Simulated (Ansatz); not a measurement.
Cost and result for the atomization energy of C2H6ClNOSi, SMILES `CC(=O)N[SiH2]Cl` (12 atoms, 11 bonds).

| atom | x (Å) | y (Å) | z (Å) |
| --- | --- | --- | --- |
| C1 | -0.367 | -0.247 | 1.999 |
| C2 | 0.149 | 0.233 | 0.677 |
| O3 | 0.952 | 1.146 | 0.550 |
| N4 | -0.289 | -0.370 | -0.458 |
| Si5 | 0.444 | 0.346 | -1.877 |
| Cl6 | -0.382 | -0.743 | -3.430 |
| H7 | -1.456 | -0.163 | 2.036 |
| H8 | 0.072 | 0.348 | 2.795 |
| H9 | -0.110 | -1.299 | 2.146 |
| H10 | -0.950 | -1.128 | -0.435 |
| H11 | 1.900 | 0.128 | -1.928 |
| H12 | 0.037 | 1.748 | -2.074 |

Total charge 0; spin multiplicity 1. The geometry is a stationary point of PBE0-D4/def2-TZVP. It is one conformer, not always the lowest. Program: Ansatz. All runs use 2 threads of an AMD EPYC 7R13 on a shared host and a share of an NVIDIA H100 80 GB. Times are those of one run each, without the atoms' runs, and a repeat can differ threefold. Electronic energies, without spin–orbit coupling; frozen cores. CCSD(T)/CBS adds CCSD(T) − MP2 in def2-TZVPP to the MP2 limit, and its time is that of the two runs behind it. T1 = 0.013. B3LYP takes the VWN-RPA correlation (the form of Gaussian; ORCA's B3LYP/G).

CCSD(T)/CBS is a level of theory with its own doubt, some kJ/mol a heavy atom from the limit and from the frozen cores, so smaller differences don't rank the functionals.

```csv
level,functions,wall time
PBE0-D4/def2-TZVPP,292,1.8 s
r2SCAN-D4/def2-TZVPP (with forces),292,2.7 s
B3LYP-D4/def2-TZVPP (with forces),292,3 s
B2PLYP/def2-TZVPP,292,3.1 s
ωB97X-V/def2-TZVPP,292,3.1 s
PBE-D4/def2-TZVPP (with forces),292,3.5 s
ωB97M-V/def2-TZVPP (with forces),292,5.5 s
MP2/def2-QZVPP,548,7 s
CCSD(T)/def2-TZVPP,292,10 s
CCSD(T)/CBS(def2),–,17 s
```

**Question.** What atomization energy does each give, and how far from CCSD(T)/CBS? (Estimate.)

**Answer.** Ansatz gave: 
| level | atomization (kcal/mol) | difference from CCSD(T)/CBS | per bond |
| --- | --- | --- | --- |
| PBE0-D4/def2-TZVPP | 1112.8 | 3.9 | 0.4 |
| r2SCAN-D4/def2-TZVPP (with forces) | 1113.0 | 4.1 | 0.4 |
| B3LYP-D4/def2-TZVPP (with forces) | 1108.9 | 0.0 | 0.0 |
| B2PLYP/def2-TZVPP | 1097.2 | -11.7 | -1.1 |
| ωB97X-V/def2-TZVPP | 1115.6 | 6.7 | 0.6 |
| PBE-D4/def2-TZVPP (with forces) | 1136.6 | 27.7 | 2.5 |
| ωB97M-V/def2-TZVPP (with forces) | 1115.3 | 6.4 | 0.6 |
| MP2/def2-QZVPP | 1119.7 | 10.8 | 1.0 |
| CCSD(T)/def2-TZVPP | 1076.3 | -32.6 | -3.0 |
| CCSD(T)/CBS(def2) | 1108.9 | 0.0 | 0.0 |

In def2-TZVPP, CCSD(T) changes the Hartree–Fock value by +284.1 kcal/mol (the triples alone add +19.0 kcal/mol) and MP2 by +308.1 kcal/mol; breaking electron pairs costs correlation energy, which Hartree–Fock lacks. The D4 term adds +10.8 kcal/mol with B3LYP and +5.7 kcal/mol with PBE0; it sums over pairs of atoms, weighted by their polarisabilities, and B3LYP, whose exchange is more repulsive, gets the larger term. From PBE to PBE0 (25 % exact exchange), in def2-TZVPP and without D4, the atomization energy moves by −22.7 kcal/mol: exact exchange takes away binding that semilocal exchange gives to molecules.
